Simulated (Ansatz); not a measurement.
Consider the redistribution: `CBC1=CB1` + `C[NH][AlH][F]` → `C[BH][AlH][F]` + `CNC1=CB1`.

Gas-phase electronic energies from Ansatz, PBE0-D4/def2-TZVP geometries. CCSD(T)/CBS adds triple-zeta CCSD(T) − MP2 to the extrapolated MP2 energy (def2 sets, frozen cores). DFT in def2-TZVPP. One conformer a species, not always the lowest.

```csv
level,ΔE (kJ/mol)
RPA@PBE/def2-TZVPP,170.6
MP2/def2-TZVPP,186.1
```

Task: What does CCSD(T)/CBS give? (Estimate.)

Result: The calculation gave: +179.7 kJ/mol. The listed levels differ from it by -9.1, 6.4 kJ/mol.

Task: What do rigid-rotor, harmonic-oscillator terms from PBE0-D4/def2-TZVP frequencies (298.15 K, 1 bar) make of the CCSD(T)/CBS value? (Estimate.)

Result: The calculation gave: ΔZPE = -0.7 kJ/mol, ΔH = +179.4 kJ/mol, ΔS = 9 J/(mol·K), ΔG = +176.6 kJ/mol. Modes under 50 cm⁻¹ make the entropy rough.

Largest T1 diagnostic among the species: 0.012.

At CCSD(T), def2-SVP lies −19.7 kJ/mol from the extrapolated value and def2-TZVPP −2.1 kJ/mol. From PBE to PBE0 (25 % exact exchange), in def2-TZVPP and without D4, ΔE moves by +3.1 kJ/mol. Leaving LDA and LC-ωPBE aside and taking each functional with its dispersion term where it has one, the values, not all of them listed here, spread over 23.9 kJ/mol, from PBE-D4 to B97M-V. LDA lies −3.9 kJ/mol from PBE without D4.
